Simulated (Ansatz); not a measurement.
This geometry of CH6Ge + H (9 atoms, charge 0, multiplicity 2) is a first-order saddle point.

Theory: UKS PBE0-D4/def2-SVP (Ansatz).

```xyz
9
Properties=species:S:1:pos:R:3
Ge 0.054 0.035 -0.025
H -0.085 -0.082 1.538
H 1.553 0.144 -0.369
C -0.919 1.606 -0.659
H -1.985 1.524 -0.401
H -0.515 2.518 -0.196
H -0.828 1.696 -1.751
H -0.512 -1.252 -0.657
H -0.247 -0.149 3.067
```

Which two structures does it join? (They come from a converged band through this point; their orientation in space is the band's.)

Bonds broken: Ge1–H2. Bonds formed: H2–H9. CH6Ge + H becomes CH5Ge + H2.

Image 0:

```xyz
9
Properties=species:S:1:pos:R:3
Ge 0.026 0.005 -0.195
H -0.143 -0.228 1.319
H 1.530 0.141 -0.504
C -0.929 1.616 -0.748
H -2.000 1.525 -0.517
H -0.532 2.496 -0.222
H -0.817 1.777 -1.830
H -0.518 -1.224 -0.949
H -0.104 -0.068 4.191
```

Image 6:

```xyz
9
Properties=species:S:1:pos:R:3
Ge 0.038 -0.023 -0.459
H -0.095 -0.193 2.943
H 1.552 0.138 -0.747
C -0.938 1.631 -0.845
H -2.006 1.512 -0.609
H -0.533 2.463 -0.251
H -0.838 1.879 -1.915
H -0.527 -1.213 -1.274
H -0.137 -0.153 3.703
```

How far does it lie above each of them?

0.041 eV above the first and 0.729 eV above the second. This is the barrier of this one path; another mechanism may lie lower.

Time of the run: 85 s on 2 threads of Arm Neoverse V1, with other jobs on the host, peak memory 0.22 GiB.
